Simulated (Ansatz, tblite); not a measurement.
Spin states of the cluster Ta5Si3⁺ (the lowest singlet isomer of a short search), each relaxed with PBE-D4/def2-SVP in Ansatz. Electronic energies in the gas phase.

In the def2 sets Ta takes a core potential; there is no spin–orbit coupling. The xTB rows come from tblite. HSE06 is defined as in plane-wave codes, on full-range PBE exchange. The structure comes from a short search, and lower isomers may exist.

Singlet geometry (Cs within 0.1 Å):

```xyz
8

Ta   -1.429    0.451    1.033
Ta    0.522    2.118    0.681
Ta    0.920    0.049   -1.100
Ta   -1.780   -0.514   -1.342
Ta   -0.934    1.877   -1.386
Si    1.995   -1.961    0.294
Si    1.078   -0.179    1.554
Si   -0.372   -1.841    0.266
```

Triplet geometry (Cs within 0.1 Å):

```xyz
8

Ta   -1.330    0.183    1.180
Ta   -1.795   -0.890   -1.116
Ta    0.899   -0.773   -0.764
Ta    0.954   -0.724    1.956
Ta   -0.570   -2.435    0.642
Si    1.587    1.789   -1.519
Si   -0.694    1.376   -1.106
Si    0.949    1.474    0.726
```

Quintet geometry (Cs within 0.1 Å):

```csv
atom,x (Å),y (Å),z (Å)
Ta1,0.0889,-1.7664,0.1393
Ta2,2.0759,-0.2839,-0.8941
Ta3,0.3614,1.3444,0.2667
Ta4,-0.6059,-0.1763,2.1888
Ta5,1.9193,-0.5224,1.6875
Si6,-1.7063,1.6633,-1.5427
Si7,-0.2162,-0.1645,-1.9008
Si8,-1.9171,-0.0943,0.0553
```

⟨S²⟩: triplet 2.08 at PBE0-D4/def2-TZVP (pure 2.00), quintet 6.07 at PBE0-D4/def2-TZVP (pure 6.00).

Run but left out: HF/def2-TZVP, MP2/def2-TZVP (singlet: restricted singlet, unstable towards broken spin symmetry).

Only these spin states were relaxed. Higher spins weren't run and may lie lower. The triplet has other bonds than the singlet, so the gap mixes isomer and spin. The quintet has other bonds than the singlet, so the gap mixes isomer and spin.

Problem. Estimate which spin state lies lowest at each of these levels, and by how much: GFN1-xTB; LDA (SPW92)/def2-TZVP; PBE-D4/def2-TZVP; r2SCAN-D4/def2-TZVP; PBE0-D4/def2-TZVP; HSE06-D4/def2-TZVP.

Solution. 
```csv
level,triplet − singlet (kJ/mol),quintet − singlet (kJ/mol),lowest of these,remarks
GFN1-xTB,16.0,77.7,singlet,–
LDA (SPW92)/def2-TZVP,24.2,95.2,singlet,restricted SCF unstable in HF (singlet)
PBE-D4/def2-TZVP,12.9,75.5,singlet,"restricted, untested (singlet)"
r2SCAN-D4/def2-TZVP,0.5,57.8,tie,restricted SCF unstable in HF (singlet)
PBE0-D4/def2-TZVP,1.8,58.9,tie,restricted SCF unstable in HF (singlet)
HSE06-D4/def2-TZVP,2.6,60.1,singlet,restricted SCF unstable in HF (singlet)
```

Change of the quintet − singlet gap on mixing in exact exchange, in kJ/mol: PBE to PBE0 (25 % exact exchange) -16.6. The xTB methods have no spin-polarisation term.
